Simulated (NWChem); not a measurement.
System: MoH5Cl; SMILES [Cl][MoH5]

Here is an NWChem input.

```
start job
memory heap 200 mb stack 900 mb global 1100 mb
geometry units angstroms noautoz
  Mo    -0.103627    -0.243461    -0.785070
  Cl    -0.168467     0.385352     1.378880
  H      0.795894     1.091306    -0.958158
  H     -0.260603     0.771715    -2.066624
  H      0.749160    -1.662334    -1.036304
  H      1.229979    -0.190794    -1.742322
  H     -1.592345    -0.150396    -1.545740
end
basis spherical
  * library def2-svp
end
ecp
  Mo library def2-ecp
end
dft
  xc hfexch
  iterations 150
  vectors input atomic output neutral.movecs
end
task dft energy
charge 1
dft
  odft
  mult 2
  vectors input atomic output cation.movecs
end
task dft energy
```

Parts of the log:

```
             Northwest Computational Chemistry Package (NWChem) 7.3.0
             --------------------------------------------------------

 CS  symmetry detected

                             Geometry "geometry" -> ""
                             -------------------------

 Output coordinates in angstroms (scale by  1.889725989 to convert to a.u.)

  No.       Tag          Charge          X              Y              Z
 ---- ---------------- ---------- -------------- -------------- --------------
    1 Mo                  42.0000    -0.04642074     0.55084595     0.00000000
    2 Cl                  17.0000    -0.01033911    -1.70325869     0.00000000
    3 H                    1.0000     1.56504602     0.39632972     0.00000000
    4 H                    1.0000     0.93634665     1.50918724    -0.90186335
    5 H                    1.0000    -0.65615163     1.20258167     1.41669749
    6 H                    1.0000     0.93634665     1.50918724     0.90186335
    7 H                    1.0000    -0.65615163     1.20258167    -1.41669749

 Effective nuclear repulsion energy (a.u.)     251.5481923828

      Symmetry information
      --------------------

 Group name             Cs
 Group number              2
 Group order               2
 No. of unique centers     5

 Summary of "ao basis" -> "ao basis" (spherical)
 ------------------------------------------------------------------------------
       Tag                 Description            Shells   Functions and Types
 ---------------- ------------------------------  ------  ---------------------
 Mo                         def2-svp                11       31   5s3p2d1f
 Cl                         def2-svp                 8       18   4s3p1d
 H                          def2-svp                 3        5   2s1p

      Symmetry analysis of basis
      --------------------------

        a'         48
        a"         26

            General Information
            -------------------
          SCF calculation type: DFT
          Wavefunction type:  closed shell.
          No. of atoms     :     7
          No. of electrons :    36
           Alpha electrons :    18
            Beta electrons :    18
          Charge           :     0
          Spin multiplicity:     1
          Use of symmetry is: on ; symmetry adaption is: on
          Maximum number of iterations: 150
          AO basis - number of functions:    74
                     number of shells:    34
          Convergence on energy requested:  1.00D-06
          Convergence on density requested:  1.00D-05
          Convergence on gradient requested:  5.00D-04

              XC Information
              --------------
                     Hartree-Fock (Exact) Exchange  1.000

      Superposition of Atomic Density Guess
      -------------------------------------

 Sum of atomic energies:        -539.11190217

      Non-variational initial energy
      ------------------------------

 Total energy =    -529.290135
 1-e energy   =    -940.739053
 2-e energy   =     316.526699
 HOMO         =      -0.298958
 LUMO         =      -0.120995

      Symmetry analysis of molecular orbitals - initial
      -------------------------------------------------

  Numbering of irreducible representations:

     1 a'          2 a"

  Orbital symmetries:

     1 a'          2 a'          3 a'          4 a'          5 a"
     6 a'          7 a'          8 a"          9 a'         10 a'
    11 a'         12 a'         13 a'         14 a"         15 a"
    16 a'         17 a"         18 a'         19 a'         20 a"
    21 a'         22 a'         23 a'         24 a"         25 a'
    26 a"         27 a'         28 a'

   convergence    iter        energy       DeltaE   RMS-Dens  Diis-err
 ---------------- ----- ----------------- --------- --------- ---------
 d= 0,ls=0.0,diis     1   -529.5878966878 -6.25D+02  1.42D-02  4.69D-01
 d= 0,ls=0.0,diis     2   -529.5874727459  4.24D-04  7.20D-03  5.33D-01
 d= 0,ls=0.0,diis     3   -529.6555570658 -6.81D-02  1.38D-03  4.29D-03
 d= 0,ls=0.0,diis     4   -529.6567735281 -1.22D-03  2.94D-04  2.82D-04
 d= 0,ls=0.0,diis     5   -529.6568862164 -1.13D-04  2.32D-04  7.09D-05
  Resetting Diis
 d= 0,ls=0.0,diis     6   -529.6569286362 -4.24D-05  8.75D-05  7.29D-06
 d= 0,ls=0.0,diis     7   -529.6569339125 -5.28D-06  1.67D-05  7.60D-07
 d= 0,ls=0.0,diis     8   -529.6569343556 -4.43D-07  1.50D-05  3.09D-07
 d= 0,ls=0.0,diis     9   -529.6569346088 -2.53D-07  1.52D-05  1.37D-07
 d= 0,ls=0.0,diis    10   -529.6569347458 -1.37D-07  5.10D-06  3.52D-08

         Total DFT energy =     -529.656934745805
      One electron energy =     -942.283292022560
           Coulomb energy =      354.012228880514
    Exchange-Corr. energy =      -36.308090631341
 Nuclear repulsion energy =       94.922219027582

 Numeric. integr. density =        0.000000000000

                  Occupations of the irreducible representations
                  ----------------------------------------------

                     irrep           alpha         beta
                     --------     --------     --------
                     a'               13.0         13.0
                     a"                5.0          5.0

                       DFT Final Molecular Orbital Analysis
                       ------------------------------------

 Vector   16  Occ=2.000000D+00  E=-4.682359D-01  Symmetry=a"
              MO Center= -2.6D-01, -2.5D-01,  1.4D-13, r^2= 3.3D+00
   Bfn.  Coefficient  Atom+Function         Bfn.  Coefficient  Atom+Function
  ----- ------------  ---------------      ----- ------------  ---------------
    44      0.422091  2 Cl pz                18      0.407596  1 Mo d  1
    41      0.301240  2 Cl pz                60      0.200034  5 H  s
    70     -0.200034  7 H  s                 38      0.175597  2 Cl pz
     8     -0.169193  1 Mo pz                11      0.129414  1 Mo pz
    61      0.103987  5 H  s                 71     -0.103987  7 H  s

 Vector   17  Occ=2.000000D+00  E=-4.535701D-01  Symmetry=a"
              MO Center=  2.8D-01,  2.3D-02,  2.7D-15, r^2= 3.1D+00
   Bfn.  Coefficient  Atom+Function         Bfn.  Coefficient  Atom+Function
  ----- ------------  ---------------      ----- ------------  ---------------
    18      0.485122  1 Mo d  1              44     -0.389586  2 Cl pz
    41     -0.271860  2 Cl pz                55      0.217379  4 H  s
    65     -0.217379  6 H  s                 38     -0.158668  2 Cl pz
    56      0.132032  4 H  s                 66     -0.132032  6 H  s
    16     -0.106382  1 Mo d -1              23      0.106663  1 Mo d  1

 Vector   18  Occ=2.000000D+00  E=-4.093131D-01  Symmetry=a'
              MO Center=  1.7D-01, -1.0D-01, -1.0D-14, r^2= 3.2D+00
   Bfn.  Coefficient  Atom+Function         Bfn.  Coefficient  Atom+Function
  ----- ------------  ---------------      ----- ------------  ---------------
    42      0.417829  2 Cl px                15      0.399399  1 Mo d -2
    19     -0.323616  1 Mo d  2              39      0.279323  2 Cl px
    50     -0.197680  3 H  s                 36      0.162234  2 Cl px
    51     -0.151055  3 H  s                 55      0.151215  4 H  s
    65      0.151215  6 H  s                 43     -0.115741  2 Cl py

 Vector   19  Occ=0.000000D+00  E= 1.454861D-02  Symmetry=a'
              MO Center= -3.5D-01,  1.2D+00, -3.9D-14, r^2= 4.1D+00
   Bfn.  Coefficient  Atom+Function         Bfn.  Coefficient  Atom+Function
  ----- ------------  ---------------      ----- ------------  ---------------
    17      0.515119  1 Mo d  0              13     -0.449415  1 Mo py
    12      0.301808  1 Mo px                22      0.269087  1 Mo d  0
     5     -0.261510  1 Mo s                 15      0.184330  1 Mo d -2
    43      0.183963  2 Cl py                 7      0.150571  1 Mo py
    19      0.139352  1 Mo d  2              51      0.112382  3 H  s

 Vector   20  Occ=0.000000D+00  E= 3.742064D-02  Symmetry=a"
              MO Center= -5.7D-03,  2.5D-01,  2.6D-13, r^2= 4.8D+00
   Bfn.  Coefficient  Atom+Function         Bfn.  Coefficient  Atom+Function
  ----- ------------  ---------------      ----- ------------  ---------------
    16     -0.584688  1 Mo d -1              14      0.551678  1 Mo pz
    44     -0.335555  2 Cl pz                21     -0.242952  1 Mo d -1
     8     -0.166376  1 Mo pz                41     -0.143344  2 Cl pz
    61      0.124430  5 H  s                 71     -0.124430  7 H  s
    18     -0.122672  1 Mo d  1              38     -0.086812  2 Cl pz

 Vector   21  Occ=0.000000D+00  E= 3.837440D-02  Symmetry=a'
              MO Center= -6.3D-01,  2.9D-01, -2.9D-13, r^2= 5.0D+00
   Bfn.  Coefficient  Atom+Function         Bfn.  Coefficient  Atom+Function
  ----- ------------  ---------------      ----- ------------  ---------------
    12      0.614467  1 Mo px                15     -0.420691  1 Mo d -2
    19     -0.311583  1 Mo d  2              42     -0.287296  2 Cl px
    13      0.240333  1 Mo py                 5     -0.184644  1 Mo s
    20     -0.174332  1 Mo d -2              24     -0.167196  1 Mo d  2
     6     -0.157517  1 Mo px                39     -0.121805  2 Cl px

     Multipole analysis of the density
     ---------------------------------

     L   x y z        total         alpha         beta         nuclear
     -   - - -        -----         -----         ----         -------
     0   0 0 0     -0.000000    -18.000000    -18.000000     36.000000

     1   1 0 0     -0.258533     -1.357381     -1.357381      2.456230
     1   0 1 0      0.591425     14.868983     14.868983    -29.146542
     1   0 0 1     -0.000000     -0.000000     -0.000000      0.000000

[...]
```

Level: Hartree-Fock/def2-SVP with def2 effective core potentials on Mo, vertical spin-unrestricted ions. Structure relaxed at the PBE0/def2-SVP level. def2 effective core potentials on Mo; no spin-orbit coupling.
